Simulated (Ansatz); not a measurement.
Start from `C[SiH](N)N` and change one atom or group to get `CN[SiH](C)N`.

Ansatz, PBE0-D4/def2-TZVP geometries, multiplicity 1. Each molecule was computed in one conformer, which needn't be the lowest.

| property | `C[SiH](N)N` |
| --- | --- |
| LUMO energy (B3LYP/def2-TZVPP) / eV | 0.70 |
| HOMO–LUMO gap (B3LYP/def2-TZVPP) / eV | 7.50 |
| LUMO energy (PBE/def2-TZVPP) / eV | 0.24 |
| LUMO energy (PBE0/def2-TZVPP) / eV | 1.06 |
| HOMO–LUMO gap (ωB97M-V/def2-TZVPP) / eV | 11.81 |
| HOMO energy (PBE/def2-TZVPP) / eV | -5.63 |

Problem. Give the same properties after the change, and the shifts. (Estimate.)

Solution. The calculation gave: 
| property | `CN[SiH](C)N` | shift |
| --- | --- | --- |
| LUMO energy (B3LYP/def2-TZVPP) / eV | 0.66 | -0.04 |
| HOMO–LUMO gap (B3LYP/def2-TZVPP) / eV | 6.94 | -0.56 |
| LUMO energy (PBE/def2-TZVPP) / eV | 0.19 | -0.05 |
| LUMO energy (PBE0/def2-TZVPP) / eV | 1.00 | -0.06 |
| HOMO–LUMO gap (ωB97M-V/def2-TZVPP) / eV | 11.22 | -0.59 |
| HOMO energy (PBE/def2-TZVPP) / eV | -5.14 | 0.49 |

With PBE0 the HOMO rises by 0.52 eV and the LUMO falls by 0.06 eV, so the gap narrows by about 0.58 eV. PBE moves the HOMO by 0.49 eV and ωB97M-V by 0.52 eV.

B3LYP here is the variant with VWN-RPA as its local correlation; programs differ in this.
